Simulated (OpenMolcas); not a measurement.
# Fe³⁺: input and output

Input:

```
&GATEWAY
Coord
1

Fe 0.0 0.0 0.0
Basis=ANO-RCC-VQZP
Group=XYZ
NoMove
AngMom=0.0 0.0 0.0
AMFI
&SEWARD
* reference wave functions (RASSCF and RASSI steps not shown): 11 electrons in 8 orbitals (RAS1 3p, at most 2 holes; RAS2 3d)
>>> COPY JOB001 $Project.JobIph
&CASPT2
Multistate=1 1
Frozen=2 3
IPEA=0.25
Imaginary=0.1
MaxIter=60
WThr=0.0 0.3 0.05
PrWF=0.5
NoMix
>>> COPY JOB002 $Project.JobIph
&CASPT2
Multistate=24 1 2 3 4 5 6 7 8 9 10 11 12 13 14 15 16 17 18 19 20 21 22
23 24
Frozen=2 3
IPEA=0.25
Imaginary=0.1
MaxIter=60
WThr=0.0 0.3 0.05
PrWF=0.5
NoMix
>>> COPY JOB003 $Project.JobIph
&CASPT2
Multistate=53 1 2 3 4 5 6 7 8 9 10 11 12 13 14 15 16 17 18 19 20 21 22
23 24 25 26 27 28 29 30 31 32 33 34 35 36 37 38 39 40 41 42 43 44 45 46
47 48 49 50 51 52 53
Frozen=2 3
IPEA=0.25
Imaginary=0.1
MaxIter=60
WThr=0.0 0.3 0.05
PrWF=0.5
NoMix
```

Output, cut to the results:

```
--- CASPT2 ---
Orbital specifications:
      -----------------------

      Symmetry species                           1   2
                                                ag  au
      Frozen orbitals                            2   3
      Inactive orbitals                          1   0
      Active orbitals                            5   3
      Secondary orbitals                        37  44
      Deleted orbitals                           0   0
      Number of basis functions                 45  50
Type of calculation                        SS-CASPT2
      Fock operator                              state-specific
      IPEA shift                                 0.25
      Real shift                                 0.00
      Imaginary shift                            0.10
      The input orbitals will be transformed to quasi-canonical
Reference energy:       -1269.5218908437
      E2 (Non-variational):      -0.4210173829
      Shift correction:          -0.0000568436
      E2 (Variational):          -0.4210742265
      Total energy:           -1269.9429650703
      Residual norm:              0.0000004087
      Reference weight:           0.95968
      Contributions to the CASPT2 correlation energy
      Active & Virtual Only:         -0.3472682467
      One Inactive Excited:          -0.0695680464
      Two Inactive Excited:          -0.0041810898
::    CASPT2 Root  1     Total energy:  -1269.94296507
--- CASPT2 ---
Orbital specifications:
      -----------------------

      Symmetry species                           1   2
                                                ag  au
      Frozen orbitals                            2   3
      Inactive orbitals                          1   0
      Active orbitals                            5   3
      Secondary orbitals                        37  44
      Deleted orbitals                           0   0
      Number of basis functions                 45  50
Type of calculation                        MS-CASPT2
      Fock operator                              state-specific
      IPEA shift                                 0.25
      Real shift                                 0.00
      Imaginary shift                            0.10
      The input orbitals will be transformed to quasi-canonical
Reference energy:       -1269.3467052563
      E2 (Non-variational):      -0.4454011361
      Shift correction:          -0.0000672657
      E2 (Variational):          -0.4454684018
      Total energy:           -1269.7921736581
      Residual norm:              0.0000001540
      Reference weight:           0.95602
      Contributions to the CASPT2 correlation energy
      Active & Virtual Only:         -0.3699608552
      One Inactive Excited:          -0.0712228652
      Two Inactive Excited:          -0.0042174158
Reference energy:       -1269.3467052563
      E2 (Non-variational):      -0.4455075071
      Shift correction:          -0.0000671736
      E2 (Variational):          -0.4455746807
      Total energy:           -1269.7922799370
      Residual norm:              0.0000001518
      Reference weight:           0.95599
      Contributions to the CASPT2 correlation energy
      Active & Virtual Only:         -0.3700582321
      One Inactive Excited:          -0.0712318586
      Two Inactive Excited:          -0.0042174164
::    CASPT2 Root  1     Total energy:  -1269.79217366
::    CASPT2 Root  2     Total energy:  -1269.79227994
::    CASPT2 Root  3     Total energy:  -1269.79215412
::    CASPT2 Root  4     Total energy:  -1269.79230875
::    CASPT2 Root  5     Total energy:  -1269.79220709
::    CASPT2 Root  6     Total energy:  -1269.79236492
::    CASPT2 Root  7     Total energy:  -1269.79214076
::    CASPT2 Root  8     Total energy:  -1269.79218635
::    CASPT2 Root  9     Total energy:  -1269.79216744
::    CASPT2 Root 10     Total energy:  -1269.77527640
::    CASPT2 Root 11     Total energy:  -1269.77527629
::    CASPT2 Root 12     Total energy:  -1269.77526701
::    CASPT2 Root 13     Total energy:  -1269.76011223
::    CASPT2 Root 14     Total energy:  -1269.76029986
::    CASPT2 Root 15     Total energy:  -1269.76030395
::    CASPT2 Root 16     Total energy:  -1269.76014690
::    CASPT2 Root 17     Total energy:  -1269.76029486
::    CASPT2 Root 18     Total energy:  -1269.69544950
::    CASPT2 Root 19     Total energy:  -1269.69612390
::    CASPT2 Root 20     Total energy:  -1269.69564626
::    CASPT2 Root 21     Total energy:  -1269.69549135
::    CASPT2 Root 22     Total energy:  -1269.69569596
::    CASPT2 Root 23     Total energy:  -1269.69565946
::    CASPT2 Root 24     Total energy:  -1269.69557867
::    MS-CASPT2 Root  1     Total energy:  -1269.79329612
::    MS-CASPT2 Root  2     Total energy:  -1269.79268720
::    MS-CASPT2 Root  3     Total energy:  -1269.79257120
::    MS-CASPT2 Root  4     Total energy:  -1269.79226295
::    MS-CASPT2 Root  5     Total energy:  -1269.79212712
::    MS-CASPT2 Root  6     Total energy:  -1269.79206716
--- CASPT2 ---
Orbital specifications:
      -----------------------

      Symmetry species                           1   2
                                                ag  au
      Frozen orbitals                            2   3
      Inactive orbitals                          1   0
      Active orbitals                            5   3
      Secondary orbitals                        37  44
      Deleted orbitals                           0   0
      Number of basis functions                 45  50
Type of calculation                        MS-CASPT2
      Fock operator                              state-specific
      IPEA shift                                 0.25
      Real shift                                 0.00
      Imaginary shift                            0.10
      The input orbitals will be transformed to quasi-canonical
Reference energy:       -1269.2653031893
      E2 (Non-variational):      -0.4582545866
      Shift correction:          -0.0000664711
...
```

Levels above the lowest, from the spin-orbit matrix with the single-state CASPT2 energies, averaged by term, on its diagonal:

| Configuration | Term | J | E (cm⁻¹) | Measured (cm⁻¹) | g | Term weight % | Second |
| --- | --- | --- | --- | --- | --- | --- | --- |
| 3d⁵ | ⁶S | 5/2 | 0.0 | 0.0 | 2.002 | 100 |  |
| 3d⁵ | ⁴G | 5/2 | 33050 |  | 0.571 | 100 |  |
| 3d⁵ | ⁴G | 7/2 | 33080 |  | 0.984 | 100 |  |
| 3d⁵ | ⁴G | 11/2 | 33090 | 32246 | 1.273 | 100 |  |
| 3d⁵ | ⁴G | 9/2 | 33100 |  | 1.172 | 100 |  |
| 3d⁵ | ⁴P | 5/2 | 36630 | 35254 | 1.590 | 95 | 4 ⁴D |
| 3d⁵ | ⁴P | 3/2 | 36700 | 35333 | 1.715 | 96 | 4 ⁴D |
| 3d⁵ | ⁴P | 1/2 | 36780 | 35407 | 2.639 | 99 |  |
| 3d⁵ | ⁴D | 7/2 | 40100 | 38779 | 1.429 | 100 |  |
| 3d⁵ | ⁴D | 1/2 | 40170 | 38897 | 0.029 | 99 |  |
| 3d⁵ | ⁴D | 3/2 | 40240 |  | 1.218 | 96 | 4 ⁴P |
| 3d⁵ | ⁴D | 5/2 | 40270 |  | 1.382 | 95 | 4 ⁴P |
| 3d⁵ | ²I | 11/2 | 48090 |  | 0.924 | 99 |  |
| 3d⁵ | ²I | 13/2 | 48160 |  | 1.077 | 100 |  |
| 3d⁵ | ²D | 5/2 | 51550 | 49542 | 1.103 | 70 | 28 ²F(1) |
| 3d⁵ | ²D | 3/2 | 52120 | 50051 | 0.773 | 93 | 7 ⁴F |
| 3d⁵ | ²F(1) | 7/2 | 53410 | 51394 | 1.143 | 98 |  |
| 3d⁵ | ²F(1) | 5/2 | 54050 |  | 0.964 | 51 | 36 ⁴F |
| 3d⁵ | ⁴F | 9/2 | 54240 | 52621 | 1.330 | 98 |  |
| 3d⁵ | ⁴F | 7/2 | 54280 | 52695 | 1.237 | 98 |  |
| 3d⁵ | ⁴F | 3/2 | 54470 |  | 0.427 | 93 | 7 ²D |
| 3d⁵ | ⁴F | 5/2 | 54500 |  | 1.020 | 62 | 21 ²F(1) |
| 3d⁵ | ²H | 9/2 | 57710 | 56058 | 0.933 | 89 | 11 ²G |
| 3d⁵ | ²H | 11/2 | 58020 | 56369 | 1.090 | 99 |  |

Against the 13 measured excited levels shown (Corliss and Sugar, J. Phys. Chem. Ref. Data 11, 135 (1982)) the mean absolute deviation is 1500 cm-1; the largest miss in energy is 3d⁵ ²D_3/2: computed 52120, measured 50051 cm⁻¹ (+4.1 %).

CASPT2 does not keep the components of a term degenerate, so their means are used; among the terms shown or strongly mixed into the levels shown the widest spread is 150 cm-1 (3d⁵ ⁴F). Active for correlation alone: 3p; no level in the range computed is led by a configuration that opens it, so any true level of that kind is missing. Computed and measured levels are paired by configuration, term and J; levels that our copy of the source lacks, or whose pairing is in doubt (as where it misses far off the trend of its configuration), stay unpaired and out of the deviations. Only configurations of the active space appear. The first state left out of the spin-orbit step lies near 84000 cm-1 above the lowest spin-free state of the reference (among the parities and spins computed), and the list stops at four fifths of that energy or lower. The table shows the lowest 24 of 28 levels.

The term weight is that of the spin-free term in the level, not the purity of its configuration. A number in round brackets counts repeated terms of one configuration in the order of the reference energies.
